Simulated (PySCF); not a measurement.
**C₆ coefficients of unlike pairs at UHF**

Calculated with PySCF 2.14 from the dipole response of each species, C₆(A,B) = (3/π) ∫ α_A(iu) α_B(iu) du, in atomic units, from isotropic polarisabilities. For ions this is the dispersion term alone; charge-induced terms of lower order in 1/R come first.

```csv
species,configuration,basis,relativity,α (bohr³),C₆ (like pair)
Co³⁺,[Ar] 3d6 (5D),aug-cc-pwCVTZ-DK (10s9p7d4f3g),spin-free X2C,1.617,3.864
Cr²⁺,[Ar] 3d4 (5D),aug-cc-pVDZ (7s6p4d2f),none,3.463,9.878
Os³⁺,[Xe] 4f14 5d5 (6S),def2-TZVPPD with the def2 core potential (60 electrons) (6s5p3d2f1g),core potential,6.206,33.97
F³⁺,[He] 2s2 2p2 (3P),dyall-av3z (15s9p3d2f),none,0.9805,0.8706
```

Question: Estimate C₆ for Cr²⁺ with Co³⁺.

Answer: The integral gives 6.023. The combination rule 2 C_A C_B / (C_A α_B/α_A + C_B α_A/α_B) gives 5.924 and the geometric mean 6.178.

No spin-orbit coupling is included.

The other pairs:

```csv
pair,C₆
"Os³⁺, Cr²⁺",18.29
"Os³⁺, Co³⁺",11.08
"F³⁺, Cr²⁺",2.929
"F³⁺, Os³⁺",5.414
"F³⁺, Co³⁺",1.804
```
